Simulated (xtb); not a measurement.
Te (SMILES [Te]), triplet; GFN1-xTB run with xtb.

xtb was given this input:
```
$ xtb mol.xyz --gfn 1 --uhf 2 --etemp 3000 --json

# file mol.xyz
1

Te     0.00000000     0.00000000     0.00000000
```

It wrote (shortened):

```
   ID    Z sym.   atoms
    1   52 Te     1

           -------------------------------------------------
          |                Calculation Setup                |
           -------------------------------------------------

           -------------------------------------------------
          |                 G F N 1 - x T B                 |
           -------------------------------------------------

          ...................................................
          :                      SETUP                      :
          :.................................................:
          :  # basis functions                  10          :
          :  # atomic orbitals                   9          :
          :  # shells                            3          :
          :  # electrons                         6          :
          :  # halogen bonds                     0          :
          :  max. iterations                   250          :
          :  Hamiltonian                  GFN1-xTB          :
          :  restarted?                      false          :
          :  GBSA solvation                  false          :
          :  PC potential                    false          :
          :  electronic temp.         3000.0000000     K    :
          :  accuracy                    1.0000000          :
          :  -> integral cutoff          0.2500000E+02      :
          :  -> integral neglect         0.1000000E-07      :
          :  -> SCF convergence          0.1000000E-05 Eh   :
          :  -> wf. convergence          0.2000000E-04 e    :
          :  Broyden damping             0.4000000          :
          :  net charge                          0          :
          :  unpaired electrons                  2          :
          ...................................................

 iter      E             dE          RMSdq      gap      omega  full diag
   1     -3.6895419 -0.368954E+01  0.426E-07    9.65       9.7  T
   2     -3.6895419  0.000000E+00  0.341E-07    9.65       9.7  T
   3     -3.6895419  0.000000E+00  0.262E-07    9.65       9.7  T

   *** convergence criteria satisfied after 3 iterations ***

 transition dipole moment (au) for excitation:           3           4
     X       Y       Z
   0.0000   0.0000   0.0000  total (au/Debye):    0.000   0.000
 dE (eV)             :    0.000
 oscillator strength :  0.00000E+00

         :::::::::::::::::::::::::::::::::::::::::::::::::::::
[...]
         :: total energy              -3.689541868968 Eh    ::
[...]
         :: dispersion energy          0.000000000000 Eh    ::
         :: halogen bond corr.         0.000000000000 Eh    ::
         :: add. restraining           0.000000000000 Eh    ::
         :: total charge              -0.000000000165 e     ::
         :::::::::::::::::::::::::::::::::::::::::::::::::::::

           -------------------------------------------------
          |                Property Printout                |
           -------------------------------------------------

    * Orbital Energies and Occupations

         #    Occupation            Energy/Eh            Energy/eV
      -------------------------------------------------------------
         1        2.0000           -1.0987957             -29.8998
         2        1.3333           -0.3684522             -10.0261
         3        1.3333           -0.3684522             -10.0261
         4        1.3333           -0.3684522             -10.0261 (HOMO)
         5                         -0.0136728              -0.3721 (LUMO)
         6                         -0.0136728              -0.3721
         7                         -0.0136728              -0.3721
         8                         -0.0136728              -0.3721
         9                         -0.0136728              -0.3721
      -------------------------------------------------------------
                  HL-Gap            0.3547795 Eh            9.6540 eV
             Fermi-level           -0.2842632 Eh           -7.7352 eV

  Mulliken/CM5 charges         n(s)   n(p)   n(d)
     1Te   -0.00000 -0.00000   2.000  4.000  0.000

Wiberg/Mayer (AO) data.
largest (>0.10) Wiberg bond orders for each atom

 ---------------------------------------------------------------------------
     #   Z sym  total        # sym  WBO       # sym  WBO       # sym  WBO
 ---------------------------------------------------------------------------
     1  52 Te   0.000
 ---------------------------------------------------------------------------

 dipole moment from electron density (au)
     X       Y       Z
   0.0000   0.0000   0.0000  total (Debye):    0.000

           -------------------------------------------------
          | TOTAL ENERGY               -3.689541868968 Eh   |
          | GRADIENT NORM               0.000000000000 Eh/α |
          | HOMO-LUMO GAP               9.654041003028 eV   |
           -------------------------------------------------

normal termination of xtb
```
